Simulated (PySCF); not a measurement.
**Adding and removing an electron: TlBr**

r²SCAN; basis Tl cc-pVDZ-PP with ECP60, Br cc-pVDZ-PP with ECP10; scalar-relativistic core potentials; PySCF 2.14. Neutral (UKS): singlet (closed shell), Re = 2.670 Å, ωe = 191 cm⁻¹, De = 4.07 eV, HOMO -6.39 eV, LUMO -2.24 eV.

TlBr⁺ (UKS): doublet (π ↑), Re = 3.265 Å, ωe = 76.9 cm⁻¹. The energies at the minima are -589.39272 hartree for TlBr and -589.05432 for TlBr⁺.

(1) Work out the adiabatic ionisation energy, without and with harmonic zero-point energies (1 hartree = 27.2114 eV, 1 eV = 8065.5 cm⁻¹), and the change of the bond length.

These are scalar-relativistic numbers at best; spin–orbit coupling would shift them, the dissociation energy most. States were picked by a PBE0 search and need not be the measured ground states.

## Answers

(1) At r²SCAN: 0.33840 hartree = 9.208 eV between the minima; the zero-point term (76.9 − 191.0)/2 cm⁻¹ = -0.007 eV makes it 9.201 eV. Re changes by +59.5 pm against the neutral. Minus the HOMO energy is 6.39 eV, -2.82 eV from the value between the minima; self-interaction puts the Kohn–Sham level too high, less so with exact exchange. The electron leaves a π orbital, and the ion is left as a loose complex of an ion and an atom.
